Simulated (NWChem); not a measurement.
CH$_{4}$BFO$_{2}$; SMILES FB(O)OC

```xyz
9

B     -0.0362     0.5130    -0.0003
F     -0.7676     1.6308     0.0014
O      1.3194     0.5898    -0.0003
H      1.6325     1.4992     0.0006
O     -0.6933    -0.6596    -0.0020
C     -0.0300    -1.8977    -0.0029
H     -0.3223    -2.4703     0.8912
H     -0.3323    -2.4738    -0.8914
H      1.0643    -1.7803    -0.0091
```
Atoms are numbered in this order, from 1.

Level: PBE0/def2-SVP (NWChem), optimised geometry, unscaled harmonic frequencies. 

```json
[
 {"frequency (cm⁻¹)": "23", "IR intensity (km/mol)": "0.0"},
 {"frequency (cm⁻¹)": "152", "IR intensity (km/mol)": "9.4"},
 {"frequency (cm⁻¹)": "247", "IR intensity (km/mol)": "5.6"},
 {"frequency (cm⁻¹)": "441", "IR intensity (km/mol)": "24.4"},
 {"frequency (cm⁻¹)": "501", "IR intensity (km/mol)": "103.5"},
 {"frequency (cm⁻¹)": "511", "IR intensity (km/mol)": "1.7"},
 {"frequency (cm⁻¹)": "676", "IR intensity (km/mol)": "86.1"},
 {"frequency (cm⁻¹)": "838", "IR intensity (km/mol)": "20.8"},
 {"frequency (cm⁻¹)": "996", "IR intensity (km/mol)": "122.6"},
 {"frequency (cm⁻¹)": "1161", "IR intensity (km/mol)": "26.1"},
 {"frequency (cm⁻¹)": "1191", "IR intensity (km/mol)": "0.1"},
 {"frequency (cm⁻¹)": "1213", "IR intensity (km/mol)": "3.9"},
 {"frequency (cm⁻¹)": "1439", "IR intensity (km/mol)": "222.6"},
 {"frequency (cm⁻¹)": "1444", "IR intensity (km/mol)": "405.5"},
 {"frequency (cm⁻¹)": "1478", "IR intensity (km/mol)": "4.3"},
 {"frequency (cm⁻¹)": "1481", "IR intensity (km/mol)": "2.3"},
 {"frequency (cm⁻¹)": "1566", "IR intensity (km/mol)": "430.9"},
 {"frequency (cm⁻¹)": "3051", "IR intensity (km/mol)": "47.1"},
 {"frequency (cm⁻¹)": "3144", "IR intensity (km/mol)": "23.4"},
 {"frequency (cm⁻¹)": "3158", "IR intensity (km/mol)": "13.8"},
 {"frequency (cm⁻¹)": "3932", "IR intensity (km/mol)": "114.9"}
]
```

| Item | Result |
|---|---|
| zero-point energy | 40.9 kcal/mol |
| thermal correction to the enthalpy at 298.15 K (with zero-point energy) | 45.2 kcal/mol |
| heat capacity Cv | 18.3 cal/(mol K) |
| entropy at 298.15 K and 1 atm (symmetry number 1) | 78.1 cal/(mol K) |
| dipole moment | 1.83 D |

Rigid rotor and harmonic oscillator; modes under 100 cm⁻¹ make the entropy uncertain.
